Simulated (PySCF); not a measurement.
Task: Write Cartesian coordinates for `C=Nc1ccc(N(C)C)cc1` as optimised with PBE0-D3(BJ)/def2-SVP.

Result: 
```
atom  x, y, z in Å
C1     2.489    3.775   -0.488
N2     1.328    3.511   -0.054
C3     0.827    2.205   -0.069
C4    -0.109    1.849    0.911
C5    -0.643    0.572    0.979
C6    -0.292   -0.414    0.029
N7    -0.830   -1.678    0.079
C8    -1.743   -2.028    1.132
C9    -0.457   -2.657   -0.905
C10    0.622   -0.041   -0.983
C11    1.167    1.234   -1.023
H12    3.201    3.011   -0.858
H13    2.833    4.819   -0.494
H14   -0.400    2.609    1.640
H15   -1.355    0.344    1.772
H16   -2.660   -1.410    1.116
H17   -1.287   -1.919    2.133
H18   -2.047   -3.076    1.018
H19   -1.017   -3.583   -0.728
H20   -0.687   -2.321   -1.933
H21    0.621   -2.903   -0.870
H22    0.903   -0.753   -1.758
H23    1.850    1.490   -1.837
```

Any rigid rotation of these coordinates is as good. Atoms count from 1 in this order. N7 (aniline-type nitrogen) is planar (angles 120.1°, 120.0° and 119.9°, sum 360.0°, 0.01 Å off the plane of its three neighbours). The C–N distances run from 1.268 Å (C1=N2, drawn double) to 1.437 Å (N7–C8, drawn single), a spread of 0.169 Å. Of the pairs four or more bonds apart, C8···H15 is among the closest relative to their van der Waals radii: 2.49 Å, 86 % of the sum of Bondi's values. The C–C distances run from 1.386 Å (C4–C5, aromatic) to 1.414 Å (C6–C10, aromatic), a spread of 0.028 Å.

Bonds between heavy atoms (Å): C1=N2 1.268, N2–C3 1.399, C3–C4 1.401, C4–C5 1.386, C5–C6 1.413, C6–N7 1.375, N7–C8 1.437, N7–C9 1.437, C6–C10 1.414, C10–C11 1.387, C3–C11 1.403.

The calculation used PBE0-D3(BJ)/def2-SVP geometry optimisation, gas phase in PySCF 2.14.0.

Point group: C1 (no symmetry element, even within 0.4 Å). No PBE0-D3(BJ)/def2-SVP frequencies stand behind this structure, so it isn't proved a minimum. The numbers are those of one conformer (C1–N2–C3–C4 151°).

On an Arm Neoverse V2 with one thread, on a shared host, this took 2.8 min of wall time. These figures are those of the optimisation.
